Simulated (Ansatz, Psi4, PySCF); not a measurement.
C2H6N, doublet, geometry from GFN2-xTB. Base run: MP2/STO-3G (PySCF).

Input for PySCF:
```python
from pyscf import gto, scf, mp

mol = gto.M(
    atom='''
C    -0.10972354   -0.15634997    1.26440068
N     0.10982201    0.48479466    0.05186353
C    -0.00538562   -0.28027714   -1.16365005
H     0.06635704    0.43135103    2.14529827
H    -0.90801326   -0.87495642    1.27945416
H     0.91108639    1.10326556    0.06436137
H     0.81807734   -0.99357777   -1.30516267
H    -0.02617055    0.40042004   -2.01496601
H    -0.93943611   -0.84030228   -1.13653354
''',
    basis='sto-3g',
    spin=1,
    verbose=4,
)

mf = scf.UHF(mol)
mf.kernel()

pt = mp.MP2(mf)
pt.kernel()
print('E(MP2) = %.10f' % pt.e_tot)
```

The same geometry, method and basis name were run in Ansatz (a program for electronic structure) and Psi4 and PySCF, at each program's defaults and at the settings that a row names. The base is PySCF at its defaults. Differences at the defaults can come from grids, fitting, cores and function types together.

```csv
code and settings,ΔE vs base (µEh),basis functions,E (Eh),SCF cycles
"PySCF, defaults (exact integrals, spherical functions, all electrons correlated)",0.0,21,-132.10712,11
"Psi4, defaults (density fitting with its default set, spherical functions, all electrons correlated)",-331,21,-132.10745,14
"Ansatz, defaults (factorised integrals, spherical functions, frozen core)",1093,21,-132.10602,-
"PySCF, frozen core",1083,21,-132.10603,11
"Psi4, exact integrals, spherical functions, frozen core",1083,21,-132.10603,14
"Ansatz, high accuracy, frozen core",1083,21,-132.10603,-
```

Open shells are given as the SCF converged; they aren't shown to be the lowest states, and a large step between rows can be another state.
